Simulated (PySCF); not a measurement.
PySCF 2.14 output of an unrestricted LDA calculation on a single atom or ion in dyall-acv3z, with scalar relativity by spin-free X2C-1e:

```
SCF conv_tol = 1e-09
number electrons alpha = 10  beta = 5
    P. A. M. Dirac.,  Math. Proc. Cambridge Philos. Soc. 26, 376 (1930)
    F. Bloch.,  Z. Phys. 57, 545 (1929)
    S. H. Vosko, L. Wilk, and M. Nusair.,  Can. J. Phys. 58, 1200 (1980)
cycle= 1 E= -457.742330043186  delta_E= -0.0177  |g|= 0.0464  |ddm|= 0.0848
cycle= 2 E= -457.74239843934  delta_E= -6.84e-05  |g|= 0.0151  |ddm|= 0.00694
cycle= 3 E= -457.742408783016  delta_E= -1.03e-05  |g|= 0.00116  |ddm|= 0.00179
cycle= 4 E= -457.742408946072  delta_E= -1.63e-07  |g|= 0.000189  |ddm|= 0.000597
cycle= 5 E= -457.742408956966  delta_E= -1.09e-08  |g|= 2.63e-06  |ddm|= 0.000136
cycle= 6 E= -457.742408956967  delta_E= -1.99e-12  |g|= 1.2e-07  |ddm|= 1.68e-06
converged SCF energy = -457.742408956967  <S^2> = 8.750036  2S+1 = 6.000012
```

The run itself started from symmetry-adapted Hartree-Fock orbitals and held the occupation by maximum overlap, on a logarithmic radial grid, so the iterations belong to that start.

Which element, charge and spin multiplicity is this?

Cl²⁺ (chlorine, charge +2), multiplicity 6; the state was [Ne] 3s1 3p3 3d1, high-spin 6D determinant (an excited configuration).

The outer electron is Rydberg-like, and this basis confines it to a smaller radius and binds it less than a complete one would.
